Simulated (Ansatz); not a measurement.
Consider the formal exchange of groups at a C–C bond: `BCC(F)Cl` + SiH₄ → `BC[SiH3]` + `FCCl`.

Calculated with Ansatz (gas phase, PBE0-D4/def2-TZVP geometries, no zero-point term in ΔE). CCSD(T)/CBS is the MP2 limit (def2-TZVPP, def2-QZVPP) plus CCSD(T) − MP2 in def2-TZVPP, frozen cores. This one scheme is used for every species. Functionals use def2-TZVPP. B3LYP here is the variant with VWN-RPA as its local correlation; programs differ in this. Each species was taken in one conformer, which may not be the lowest.

`BCC(F)Cl`:

Z-matrix (Å, degrees):
```
C
C 1 1.501
B 1 1.557 2 115.2
H 1 1.102 2 109.1 3 117.7
H 1 1.095 2 110.0 3 -128.3
Cl 2 1.785 1 112.2 3 -176.1
F 2 1.365 1 109.6 3 63.9
H 2 1.091 1 113.1 3 -56.4
H 3 1.196 1 121.4 2 15.2
H 3 1.195 1 119.2 2 -168.0
```

SiH₄:

```xyz
5

Si    0.000    0.000    0.000
H     0.699    0.054    1.309
H     0.687    0.895   -0.965
H    -1.407    0.443    0.172
H     0.021   -1.392   -0.515
```

`BC[SiH3]`:

Cartesian coordinates in Å:
```
B -1.114 0.266 1.013
C 0.104 0.787 0.243
Si 0.705 -0.648 -0.841
H -2.211 0.332 0.538
H -0.979 -0.282 2.070
H 0.969 1.041 0.863
H -0.107 1.590 -0.469
H -0.341 -1.048 -1.817
H 1.913 -0.209 -1.588
H 1.061 -1.829 -0.012
```

`FCCl`:

Z-matrix (Å, degrees):
```
C
F 1 1.355
Cl 1 1.766 2 110.5
H 1 1.089 2 109.3 3 -118.4
H 1 1.089 2 109.3 3 118.4
```

```
             level  ΔE (kJ/mol)  difference from CCSD(T)/CBS
          B3LYP-D4        -34.0                         -0.2
           ωB97M-V        -33.2                          0.6
            B2PLYP        -34.1                         -0.3
             B3LYP        -34.8                         -1.0
     HF/def2-TZVPP        -27.9                          5.9
    MP2/def2-TZVPP        -34.7                         -0.9
SCS-MP2/def2-TZVPP        -32.3                          1.5
CCSD(T)/def2-TZVPP        -32.2                          1.6
     HF/def2-QZVPP        -28.6                          5.2
    CCSD/CBS(def2)        -33.5                          0.3
       CCSD(T)/CBS        -33.8                            0
```

Largest T1 diagnostic among the species: 0.011.

In def2-TZVPP, CCSD(T) changes the Hartree–Fock value by −4.3 kJ/mol (the triples alone add −0.3 kJ/mol) and MP2 by −6.8 kJ/mol.
